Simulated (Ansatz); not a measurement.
Start from `[SiH3]BCl` and change one atom or group to get `[SiH3]B(Cl)Cl`.

Ansatz, PBE0-D4/def2-TZVP geometries, multiplicity 1. 

| property | `[SiH3]BCl` |
| --- | --- |
| LUMO energy (PBE/def2-TZVPP) / eV | -3.23 |
| HOMO–LUMO gap (PBE0/def2-TZVPP) / eV | 5.71 |
| HOMO–LUMO gap (PBE/def2-TZVPP) / eV | 3.50 |
| LUMO energy (B3LYP/def2-TZVPP) / eV | -2.45 |
| vertical ionisation energy (CCSD(T)/CBS(def2)) / eV | 10.51 |
| LUMO energy (PBE0/def2-TZVPP) / eV | -2.28 |

Problem. What does the change do to each property? (Estimate.)

Solution. The calculation gave: 
```tsv
property	`[SiH3]B(Cl)Cl`	shift
LUMO energy (PBE/def2-TZVPP) / eV	-3.10	0.13
HOMO–LUMO gap (PBE0/def2-TZVPP) / eV	6.17	0.46
HOMO–LUMO gap (PBE/def2-TZVPP) / eV	4.02	0.52
LUMO energy (B3LYP/def2-TZVPP) / eV	-2.35	0.10
vertical ionisation energy (CCSD(T)/CBS(def2)) / eV	10.75	0.24
LUMO energy (PBE0/def2-TZVPP) / eV	-2.21	0.07
```

With PBE0 the HOMO falls by 0.38 eV and the LUMO rises by 0.07 eV, so the gap widens by about 0.45 eV. PBE moves the HOMO by -0.37 eV and ωB97M-V by -0.34 eV.

B3LYP here is the variant with VWN-RPA as its local correlation; programs differ in this.
